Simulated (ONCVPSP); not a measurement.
## Ti (Z = 22): ONCV pseudisation with LDA (Perdew-Wang 92), scalar-relativistic reference atom.

```json
{"Element": "Ti (Z = 22)", "Generator": "ONCVPSP 4.0.1", "Type": "optimised norm-conserving Vanderbilt (ONCV)", "Functional": "LDA (Perdew-Wang 92)", "Relativity": "scalar-relativistic", "Frozen core": "[Ne]", "Valence charge": "12", "Reference configuration": "3s2 3p6 3d2 4s2", "Partial waves": "3s+4s: rc 1.35 bohr, ncon 5, nbas 8, qcut 9.6 1/bohr, 2 projectors; 3p: rc 1.35 bohr, ncon 5, nbas 8, qcut 13 1/bohr, 2 projectors, debl 0.4 Ha; 3d: rc 1.55 bohr, ncon 4, nbas 9, qcut 8.8 1/bohr, 2 projectors, debl 0.8 Ha", "Local potential": "polynomial inside 1.05 bohr (lpopt 1, dvloc0 0 Ha)", "Core correction": "polynomial model core, fcfact 0.6"}
```

In the p channel the program set the typed energies aside and used -1.426, 0.250 Ha.

All-electron outer shells of the reference configuration (LDA (PZ), scalar-relativistic, ld1.x):

```csv
shell,level (eV),outermost node (bohr),outermost maximum (bohr)
2p,-443.98,–,0.22
3s,-62.26,0.40,0.87
3p,-38.78,0.37,0.90
4s,-4.60,1.25,2.88
3d,-4.46,–,0.97
```

(1) Estimate the cutoffs (Ha) at which the residual kinetic energy of the hardest occupied pseudo-wave falls to 1 and 0.1 mHa per electron.

(2) Does the potential have ghost states?

(3) Which valence shell sets the plane-wave cutoff?

(4) Tests: 3s2 3p6 3d2 4s1; 3s2 3p6 3d2 4s0; 3s2 3p6 3d1 4s0; 3s2 3p6 3d2 4s0 4p1. Which has the largest error in its energy relative to the reference configuration, and how large is it?

## Answers

(1) 46 Ha and 58 Ha.

(2) No bound ghost flagged; no localised positive-energy state flagged.

(3) 3p: 46 Ha for 1 mHa per electron, against 35 Ha for 3s.

(4) 3s2 3p6 3d1 4s0, with +31 meV (all-electron minus pseudo) on +48.52 eV.
